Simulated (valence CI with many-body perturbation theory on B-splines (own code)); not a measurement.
Values are calculated unless marked as measured or tabulated.
## Ni15+ in three bases

Method: valence CI with perturbative core correlation (CI+MBPT): three valence electrons over a frozen Dirac-Fock core [Ne], radial functions for each j: 9 s, 9 p, 8 d, 6 f, 3 g, 1 h, with the one-electron correlation potential Σ1 (screened to all orders), the two-electron term Σ2, the three-electron term Σ3, Breit, model QED; selected single and double excitations, second order for the rest, scaled by the run's own slope (own B-spline code, finite nucleus).

No measured levels were compared; by estimate levels of excited configurations hold to 0.05 to 0.15 % of their energy, terms of the ground configuration to about 0.5 %.

The reference run has the lowest level 3s2.3p 2P°_1/2 and an ionisation energy of 498.607 eV. Its largest variational space holds 8594 state functions.

Names give the largest LS component (configuration and term), which can be under half, so a name can repeat, a term be missing and a line seem to break the LS rules; names also repeat where a configuration has a term twice.

Changed runs:
A. basis 6 s, 6 p, 5 d, 3 f, 1 g
B. basis 5 s, 5 p, 4 d, 2 f

Excitation energies of the reference run in cm⁻¹, and shifts in cm⁻¹:

```
                 Level  Reference       A       B
        3s2.3p 2P°_3/2      27774    -2.9    -5.5
         3s.3p2 4P_1/2     259337    -101    -314
         3s.3p2 4P_3/2     271244    -107    -329
         3s.3p2 4P_5/2     284843    -102    -314
         3s.3p2 2D_3/2     347078     +33    +104
         3s.3p2 2D_5/2     351228     +29     +90
         3s.3p2 2S_1/2     417856    +167    +512
         3s.3p2 2P_1/2     448534    +141    +451
         3s.3p2 2P_3/2     458275    +115    +383
         3s2.3d 2D_3/2     539914    +290    +935
         3s2.3d 2D_5/2     543173    +290    +929
           3p3 2D°_3/2     662723     -34    -160
Ionisation energy (eV)    498.607  -0.014  -0.042
```
